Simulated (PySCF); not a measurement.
## In+ (indium, charge +1) across methods

[Kr] 4d10 5s1 5d1, high-spin 3D determinant (an excited configuration). All numbers are calculated (PySCF 2.14, a scalar-relativistic core potential, in aug-cc-pVTZ-PP with one added diffuse shell each of d, f type with ECP28MDF (6s5p5d3f, 67 functions)).

| method | E (hartree) | mean ε 4d β (eV) | mean ε 5s α (eV) | mean ε 5d α (eV) | Σ⟨r²⟩ (bohr²) | ⟨S²⟩ |
| --- | --- | --- | --- | --- | --- | --- |
| UHF | -188.61040 | -39.511 | -21.452 | -5.911 | 65.32 | 2.001 |
| PW91 | -189.5364 | -30.308 | -18.739 | -4.970 | 59.76 | 2.000 |
| PBE | -189.4602 | -30.237 | -18.640 | -4.959 | 60.05 | 2.000 |
| LC-wPBE | -189.4664 | -35.534 | -22.117 | -6.262 | 62.09 | 2.000 |
| revPBE | -189.5215 | -30.183 | -18.512 | -4.990 | 60.07 | 2.001 |
| r2SCAN | -189.5206 | -30.783 | -18.722 | -4.890 | 60.06 | 2.001 |
| LDA | -189.1160 | -30.384 | -19.088 | -4.866 | 60.09 | 2.000 |
| PBE0 | -189.4615 | -32.805 | -19.499 | -5.278 | 60.89 | 2.000 |
| BLYP | -189.4202 | -30.157 | -18.615 | -4.829 | 60.47 | 2.000 |

Energies and moments cover only the electrons outside the core potential. The outer electron is Rydberg-like, and this basis confines it to a smaller radius and binds it less than a complete one would.
